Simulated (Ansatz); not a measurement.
Species: C8H10SSi, SMILES `C=Cc1ccc(S)cc1[SiH3]` (C–C–C–C torsion 16°, C–C–S–H torsion -2°) (charge 0, multiplicity 1).

Q: Give a relaxed geometry from Ansatz (an electronic-structure program) with B3LYP-D3(BJ)/def2-SVP.

A: Several could match; the one computed here: the end point of this relaxation, one of several conformers (outside a Z-matrix the atoms follow the SMILES, hydrogens last).
Z-matrix (Å, degrees):
```
C
C 1 1.4066
C 2 1.3903 1 121.86
H 2 1.0918 3 118.61 1 178.97
H 3 1.0925 2 119.61 4 -0.65
C 3 1.4030 5 120.30 2 -179.42
C 6 1.4029 3 118.72 5 179.22
H 7 1.0933 6 118.77 3 -179.92
C 7 1.4025 8 119.57 6 179.97
C 1 1.4722 2 121.22 4 1.68
C 10 1.3414 1 127.18 2 15.94
H 11 1.0922 10 120.83 1 -179.44
H 11 1.0935 12 116.68 10 179.43
H 10 1.0958 11 117.19 12 0.96
S 6 1.7758 7 118.00 8 -0.37
H 15 1.3513 6 96.72 7 178.94
Si 9 1.8883 7 117.78 8 -0.76
H 17 1.4908 9 107.80 7 0.57
H 17 1.4920 18 109.11 8 121.21
H 17 1.4934 18 108.85 19 117.29
```
